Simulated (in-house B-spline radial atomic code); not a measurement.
Radial electron density of the molybdenum ion Mo⁴⁺, [Kr] 4d2. Computed with a B-spline radial code for spherical atoms: scalar-relativistic (X2C) LDA exchange-only, spin-polarised, spherical fractional occupations, Fermi nucleus of rms radius 4.4091 fm.

One-electron X2C: radii and densities carry no picture-change correction, so inner-shell <1/r> comes out high (for 1s by about 2 % at Z = 33, 5 % at 54, 10 % at 75, 30 % at 118) and <r> low.

Columns: r (bohr), 4πr²n(r) (electrons per bohr), bar.

```
 0.00128    1.729 #
 0.00157    2.422 ##
 0.00191    3.332 ##
 0.00233    4.579 ###
 0.00284    6.242 ####
 0.00346    8.431 ######
 0.00422    11.29 ########
 0.00515    14.93 ##########
 0.00628    19.42 #############
 0.00766    24.79 #################
 0.00934    30.88 #####################
  0.0114    37.42 #########################
  0.0139    43.75 ##############################
  0.0169    49.02 #################################
  0.0207    52.51 ####################################
  0.0252    53.25 ####################################
  0.0307    51.34 ###################################
  0.0375    47.81 ################################
  0.0457    45.02 ##############################
  0.0557    45.58 ###############################
   0.068    50.83 ##################################
  0.0829    58.93 ########################################
   0.101    64.98 ############################################
   0.123    63.96 ###########################################
    0.15    55.22 #####################################
   0.183    44.73 ##############################
   0.224    40.79 ############################
   0.273    45.18 ###############################
   0.333    49.87 ##################################
   0.406    45.68 ###############################
   0.495    32.59 ######################
   0.603    19.15 #############
   0.735    12.31 ########
   0.897    11.23 ########
    1.09    10.74 #######
    1.33    8.147 ######
    1.63    4.528 ###
    1.98    1.943 #
    2.42   0.6161 
    2.95   0.1506 
     3.6  0.02633 
    4.39 0.002982 
    5.35 0.0001892
```

On this grid the curve has 3 maxima, near 0.0252, 0.101, 0.333 bohr.

The 4p down radial function P(r) = rR(r), positive near the nucleus:

```json
{"r (bohr)": "0.00157", "P": "0.001273"}
{"r (bohr)": "0.00233", "P": "0.002525"}
{"r (bohr)": "0.00346", "P": "0.005052"}
{"r (bohr)": "0.00515", "P": "0.01015"}
{"r (bohr)": "0.00766", "P": "0.02022"}
{"r (bohr)": "0.0114", "P": "0.03961"}
{"r (bohr)": "0.0169", "P": "0.07468"}
{"r (bohr)": "0.0252", "P": "0.1348"}
{"r (bohr)": "0.0375", "P": "0.2226"}
{"r (bohr)": "0.0557", "P": "0.3193"}
{"r (bohr)": "0.0829", "P": "0.3579"}
{"r (bohr)": "0.123", "P": "0.2228"}
{"r (bohr)": "0.183", "P": "-0.1434"}
{"r (bohr)": "0.273", "P": "-0.5184"}
{"r (bohr)": "0.406", "P": "-0.4129"}
{"r (bohr)": "0.603", "P": "0.3002"}
{"r (bohr)": "0.897", "P": "0.973"}
{"r (bohr)": "1.33", "P": "0.9166"}
{"r (bohr)": "1.98", "P": "0.4012"}
{"r (bohr)": "2.95", "P": "0.0729"}
{"r (bohr)": "4.39", "P": "0.004031"}
```
